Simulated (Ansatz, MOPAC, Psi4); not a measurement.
Species: thiophen-3-ylsilane, C₄H₆SSi (charge 0, singlet). SMILES: [SiH3]c1ccsc1
Geometry: optimised at B3LYP-D3(BJ)/def2-TZVP (Ansatz, a quantum-chemistry and plane-wave program).

Wanted: vertical ionisation energy to the doublet, in eV. Terms: each state is the SCF solution reached for its charge and spin; 6-311+G** with 5d, 6d on Na to Ar in Ansatz; non-relativistic; spin-orbit terms left out; PM7 with its own dispersion and hydrogen-bond terms; UHF or UKS for open shells; dispersion terms only where a functional's name holds one; six Cartesian d functions in 6-31G* and its kin unless marked 5d; valence correlation only. First-principles rows: single points at B3LYP-D3(BJ) geometries (Ansatz). Semi-empirical rows: differences of heats of formation at the shared geometry for vertical values. The Hartree-Fock reference of [SiH3]c1ccsc1 is unstable towards a lower, spin-broken solution.

| level | program | vertical ionisation energy to the doublet (eV) |
|---|---|---|
| AM1 | MOPAC | 8.71 |
| PM3 | MOPAC | 8.83 |
| PM7 | MOPAC | 8.65 |
| HF/6-311+G** | Ansatz | 7.71 |
| PBE/6-31G* | Ansatz | 8.67 |
| PBE/6-311+G** | Ansatz | 8.85 |
| B3LYP/3-21G | Ansatz | 8.91 |
| B3LYP/6-31G* | Ansatz | 8.71 |
| wB97X-D/6-31G* | Psi4 | 9.21 |
| MP2/6-311+G** | Ansatz | 9.19 |
| wB97M-V/def2-TZVPD | Ansatz | 8.97 |

No value to compare with is used here. The 10 habitual levels span 7.71 (HF/6-311+G**) to 9.21 eV (wB97X-D/6-31G*); wB97M-V/def2-TZVPD gives 8.97.

The levels are drawn from those run, B3LYP/6-31G* more often than the rest, none by its result; left out are runs that failed, that the program found above a lower state of the same kind, or whose <S^2> lies over 0.5 above the pure value.
